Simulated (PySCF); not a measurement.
FH₇OSi₃. Atoms are numbered in the order given.

```xyz
12

O     -1.0467     1.5448    -0.5045
Si    -1.3401     0.2209     0.4520
F     -2.1408    -0.9094    -0.4108
Si     0.7955    -0.5799     0.9568
Si     2.1401    -0.0117    -0.8808
H     -1.7953     2.0891    -0.7789
H     -2.2467     0.5643     1.5876
H      1.3107     0.0765     2.2007
H      0.7562    -2.0590     1.1784
H      2.2819     1.4728    -0.9465
H      3.4991    -0.6246    -0.7630
H      1.4990    -0.5030    -2.1373
```

Geometry optimised at r2SCAN-D4/def2-SVP. The structure was generated by enumeration; whether it is a known compound was not checked. One conformer was computed; it need not be the lowest.

Method: SMD-M06-2X/def2-SVP (PySCF).

Solvation free energies are E(SMD) − E(gas) at the gas-phase geometry, for 1 M in both phases. In vacuum the dipole moment is 1.65 D.

Computed solvation free energies in water, n-hexane, chloroform:
| solvent | ΔG(solv) (kcal/mol) | its non-electrostatic (CDS) part | dipole (D) |
|---|---|---|---|
| water | -1.7 | 4.7 | 2.03 |
| n-hexane | -2.0 | -0.7 | 1.75 |
| chloroform | -3.8 | -0.3 | 1.90 |
